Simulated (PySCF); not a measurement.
A calculated (UHF, PySCF 2.14, x2c-SVPall, the spin-free X2C one-electron Hamiltonian (Gaussian nucleus)) atom or ion has these occupied shells.

| shell | electrons | orbital energy (eV) | rms radius, mean of both spins (bohr) |
| --- | --- | --- | --- |
| 1s α | 1 | -33330.7 | 0.0312 |
| 1s β | 1 | -33330.6 | 0.0312 |
| 2s α | 1 | -5249.7 | 0.127 |
| 2s β | 1 | -5249.7 | 0.127 |
| 2p α | 3 | -4709.9 | 0.113 |
| 2p β | 3 | -4709.8 | 0.113 |
| 3s α | 1 | -1103.3 | 0.334 |
| 3s β | 1 | -1103.2 | 0.334 |
| 3p α | 3 | -923.46 | 0.334 |
| 3p β | 3 | -923.36 | 0.334 |
| 3d α | 5 | -652.57 | 0.313 |
| 3d β | 5 | -652.52 | 0.313 |
| 4s α | 1 | -211.61 | 0.788 |
| 4s β | 1 | -211.40 | 0.788 |
| 4p α | 3 | -152.52 | 0.845 |
| 4p β | 3 | -152.29 | 0.845 |
| 4d α | 5 | -62.978 | 0.998 |
| 4d β | 5 | -62.801 | 0.998 |
| 5s α | 1 | -24.963 | 2.14 |
| 5s β | 1 | -22.533 | 2.14 |
| 5p α | 3 | -11.254 | 2.62 |
| 5p β | 2 | -10.209 | 2.62 |

Question: Name the element and its charge.

Answer: I (iodine, neutral), in [Kr] 4d10 5s2 5p5, 2P determinant.
